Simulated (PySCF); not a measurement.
PySCF input (r2SCAN/def2-TZVP):

```python
import numpy as np, basis_set_exchange as bse
from pyscf import gto, scf, dft, df

basis = {'C': gto.basis.parse(bse.get_basis('def2-TZVP', elements=['C'], fmt='nwchem')), 'H': gto.basis.parse(bse.get_basis('def2-TZVP', elements=['H'], fmt='nwchem')), 'N': gto.basis.parse(bse.get_basis('def2-TZVP', elements=['N'], fmt='nwchem')), 'O': gto.basis.parse(bse.get_basis('def2-TZVP', elements=['O'], fmt='nwchem'))}
mol = gto.M(
    atom='''
    N    -1.10139600    0.28069552    0.24706094
    C     0.04274511   -0.02393513   -0.00078960
    O     1.14816135   -0.19903996   -0.32068421
    H    -1.73198952   -0.22893827    0.84078472
    ''',
    basis=basis,
    charge=0,
    verbose=4,
    max_memory=8640,
)
mf = dft.RKS(mol, xc='r2scan')
mf.grids.level = 4
mf = mf.density_fit(auxbasis=df.autoaux(mol))
mf.max_cycle = 100
mf.conv_tol = 1e-5
print('smallest overlap eigenvalue', np.linalg.eigvalsh(mol.intor('int1e_ovlp'))[0])
mf.kernel()
dip = mf.dip_moment()
```

Output:

```
PySCF version 2.14.0

[INPUT] verbose = 4
[INPUT] num. atoms = 4
[INPUT] num. electrons = 22
[INPUT] charge = 0
[INPUT] spin (= nelec alpha-beta = 2S) = 0
[INPUT] symmetry False subgroup None
[INPUT] Mole.unit = angstrom
[INPUT] Symbol           X                Y                Z      unit          X                Y                Z       unit  Magmom
[INPUT]  1 N     -1.101396000000   0.280695520000   0.247060940000 AA   -2.081336794691   0.530437657192   0.466877512678 Bohr   0.0
[INPUT]  2 C      0.042745110000  -0.023935130000  -0.000789600000 AA    0.080776551064  -0.045230840456  -0.001492127748 Bohr   0.0
[INPUT]  3 O      1.148161350000  -0.199039960000  -0.320684210000 AA    2.169710498311  -0.376131012244  -0.606005329373 Bohr   0.0
[INPUT]  4 H     -1.731989520000  -0.228938270000   0.840784720000 AA   -3.272985843417  -0.432630629732   1.588852850519 Bohr   0.0

nuclear repulsion = 59.3597011328565
number of shells = 37
number of NR pGTOs = 146
number of NR cGTOs = 99
basis = {'C': [[0, [13575.349682, 0.00022245814352], [2035.233368, 0.0017232738252], [463.22562359, 0.0089255715314], [131.20019598, 0.035727984502], [42.853015891, 0.11076259931], [15.584185766, 0.24295627626]], [0, [6.2067138508, 0.41440263448], [2.5764896527, 0.23744968655]], [0, [0.57696339419, 1.0]], [0, [0.22972831358, 1.0]], [0, [0.095164440028, 1.0]], [1, [34.697232244, 0.0053333657805], [7.9582622826, 0.035864109092], [2.3780826883, 0.14215873329], [0.81433208183, 0.34270471845]], [1, [0.28887547253, 0.46445822433]], [1, [0.10056823671, 0.24955789874]], [2, [1.097, 1.0]], [2, [0.318, 1.0]], [3, [0.761, 1.0]]], 'H': [[0, [34.061341, 0.0060251978], [5.1235746, 0.045021094], [1.1646626, 0.20189726]], [0, [0.32723041, 1.0]], [0, [0.10307241, 1.0]], [1, [0.8, 1.0]]], 'N': [[0, [19730.800647, 0.00021887984991], [2957.8958745, 0.0016960708803], [673.22133595, 0.0087954603538], [190.68249494, 0.035359382605], [62.295441898, 0.11095789217], [22.654161182, 0.24982972552]], [0, [8.9791477428, 0.40623896148], [3.686300237, 0.24338217176]], [0, [0.84660076805, 1.0]], [0, [0.33647133771, 1.0]], [0, [0.13647653675, 1.0]], [1, [49.20038051, 0.0055552416751], [11.346790537, 0.038052379723], [3.4273972411, 0.14953671029], [1.1785525134, 0.3494930523]], [1, [0.41642204972, 0.45843153697]], [1, [0.14260826011, 0.24428771672]], [2, [1.654, 1.0]], [2, [0.469, 1.0]], [3, [1.093, 1.0]]], 'O': [[0, [27032.382631, 0.00021726302465], [4052.3871392, 0.0016838662199], [922.3272271, 0.0087395616265], [261.24070989, 0.035239968808], [85.354641351, 0.11153519115], [31.035035245, 0.25588953961]], [0, [12.260860728, 0.39768730901], [4.9987076005, 0.2462784943]], [0, [1.1703108158, 1.0]], [0, [0.46474740994, 1.0]], [0, [0.18504536357, 1.0]], [1, [63.274954801, 0.0060685103418], [14.627049379, 0.041912575824], [4.4501223456, 0.16153841088], [1.5275799647, 0.35706951311]], [1, [0.52935117943, 0.44794207502]], [1, [0.1747842127, 0.24446069663]], [2, [2.314, 1.0]], [2, [0.645, 1.0]], [3, [1.428, 1.0]]]}
ecp = {}
ETB for C: l = 0, exps = 0.190328880056 * 1.8^n , n = 0..15
ETB for C: l = 1, exps = 0.195732676738 * 1.8^n , n = 0..12
ETB for C: l = 2, exps = 0.20113647342 * 1.8^n , n = 0..11
ETB for C: l = 3, exps = 0.41856823671 * 2.2^n , n = 0..6
ETB for C: l = 4, exps = 0.636 * 2.2^n , n = 0..2
ETB for N: l = 0, exps = 0.2729530735 * 1.8^n , n = 0..15
ETB for N: l = 1, exps = 0.27908479686 * 1.8^n , n = 0..12
ETB for N: l = 2, exps = 0.28521652022 * 1.8^n , n = 0..11
ETB for N: l = 3, exps = 0.6116082601099999 * 2.2^n , n = 0..6
ETB for N: l = 4, exps = 0.938 * 2.2^n , n = 0..2
ETB for O: l = 0, exps = 0.3495684254 * 1.8^n , n = 0..15
ETB for O: l = 1, exps = 0.3495684254 * 1.8^n , n = 0..12
ETB for O: l = 2, exps = 0.3495684254 * 1.8^n , n = 0..11
ETB for O: l = 3, exps = 0.8197842127 * 2.2^n , n = 0..6
ETB for O: l = 4, exps = 1.29 * 2.2^n , n = 0..2
ETB for H: l = 0, exps = 0.20614482 * 1.8^n , n = 0..10
ETB for H: l = 1, exps = 0.90307241 * 2^n , n = 0..2
ETB for H: l = 2, exps = 1.6 * 2.2^n , n = 0..0
smallest overlap eigenvalue 0.0002526411203449682

******** <class 'pyscf.df.df_jk.DFRKS'> ********
method = DFRKS
initial guess = minao
damping factor = 0
level_shift factor = 0
DIIS = <class 'pyscf.scf.diis.CDIIS'>
diis_start_cycle = 1
diis_space = 8
diis_damp = 0
SCF conv_tol = 1e-05
SCF conv_tol_grad = None
SCF max_cycles = 100
direct_scf = False
XC library pyscf.dft.libxc version 7.1.2
    S. Lehtola, C. Steigemann, M. J. T. Oliveira, and M. A. L. Marques,  SoftwareX 7, 1–5 (2018)
XC functionals = r2scan
    J. W. Furness, A. D. Kaplan, J. Ning, J. P. Perdew, and J. Sun,  J. Phys. Chem. Lett. 11, 8208–8215 (2020)
    J. W. Furness, A. D. Kaplan, J. Ning, J. P. Perdew, and J. Sun,  J. Phys. Chem. Lett. 11, 9248–9248 (2020)
    J. W. Furness, A. D. Kaplan, J. Ning, J. P. Perdew, and J. Sun,  J. Phys. Chem. Lett. 11, 8208–8215 (2020)
    J. W. Furness, A. D. Kaplan, J. Ning, J. P. Perdew, and J. Sun,  J. Phys. Chem. Lett. 11, 9248–9248 (2020)
radial grids:
    Treutler-Ahlrichs [JCP 102, 346 (1995); DOI:10.1063/1.469408] (M4) radial grids

becke partition: Becke, JCP 88, 2547 (1988); DOI:10.1063/1.454033
pruning grids: <function nwchem_prune>
grids dens level: 4
symmetrized grids: False
atomic radii adjust function: <function treutler_atomic_radii_adjust>
small_rho_cutoff = 0
Set gradient conv threshold to 0.00316228
Initial guess from minao.
tot grids = 100456
init E= -169.112675242814
  HOMO = -0.343484342082203  LUMO = -0.0516528271038048  gap/eV = 7.94114
cycle= 1 E= -168.573625507656  delta_E= 0.539  |g|= 0.732  |ddm|= 1.86
  HOMO = -0.193242352626559  LUMO = 0.0178951176574564  gap/eV = 5.74534
cycle= 2 E= -168.105990350172  delta_E= 0.468  |g|= 1.72  |ddm|= 1.18
  HOMO = -0.253227994950805  LUMO = -0.00508929990637697  gap/eV = 6.75220
cycle= 3 E= -168.629387607299  delta_E= -0.523  |g|= 0.43  |ddm|= 0.947
  HOMO = -0.28003189003762  LUMO = -0.0139467338964003  gap/eV = 7.24055
cycle= 4 E= -168.667985604606  delta_E= -0.0386  |g|= 0.115  |ddm|= 0.272
  HOMO = -0.285838880806573  LUMO = -0.0248325119239929  gap/eV = 7.10235
cycle= 5 E= -168.670694782162  delta_E= -0.00271  |g|= 0.0282  |ddm|= 0.0768
  HOMO = -0.282316350504708  LUMO = -0.0210309193847422  gap/eV = 7.10994
cycle= 6 E= -168.670871040895  delta_E= -0.000176  |g|= 0.00623  |ddm|= 0.0212
  HOMO = -0.282398050038434  LUMO = -0.0211276861069223  gap/eV = 7.10953
cycle= 7 E= -168.670880771903  delta_E= -9.73e-06  |g|= 0.000369  |ddm|= 0.0045
  HOMO = -0.282452731385742  LUMO = -0.0211468622033344  gap/eV = 7.11049
Extra cycle  E= -168.670880629954  delta_E= 1.42e-07  |g|= 0.000877  |ddm|= 0.000684
converged SCF energy = -168.670880629954
Dipole moment(X, Y, Z, Debye): -1.53768, -0.88680,  1.20763
```
